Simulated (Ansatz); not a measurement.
Li₃Si₂, relaxed as a doublet with UKS PBE0-D4/def2-TZVP in Ansatz, starting from the GFN2-xTB geometry. Force threshold 0.02 eV/Å.

The relaxation made no stability test and no search for a lower SCF solution. The structure comes from a short search, and lower isomers may exist.

Start:

```xyz
5

Li   -0.1256   -0.4880   -1.6787
Li    0.1883    1.8432   -0.7721
Li    1.5551   -0.1454    0.2446
Si   -0.6845   -1.6752    0.9092
Si   -0.9333    0.4653    1.2971
```

Problem. Estimate the energy that the relaxation releases and the steps that it takes.

Solution. 71.9 kJ/mol, in 6 steps; 10 s on 4 threads of Arm Neoverse V1 on a shared host. No frequencies were taken in this run, so the end may be a saddle point.

Problem. Does the start keep its bonding?

Solution. Bonds formed: Li1–Si5 (atoms count from 1). Metal–metal contacts that move far: Li1–Li2 2.52 to 3.11 Å, Li2–Li3 2.62 to 3.15 Å. The end is the same structure that another start reached.

Problem. Predict the relaxed structure.

Solution. 
```csv
atom,x (Å),y (Å),z (Å)
Li1,-0.443,-0.678,-1.539
Li2,0.144,2.241,-0.628
Li3,1.652,-0.284,0.504
Si4,-0.545,-1.705,0.898
Si5,-0.808,0.425,0.764
```
Bond lengths (bridged metal pairs left out): 5 × Li–Si 2.48 to 2.65 Å; 1 × Si–Si 2.15 Å; 1 × Li–Li 2.95 Å.
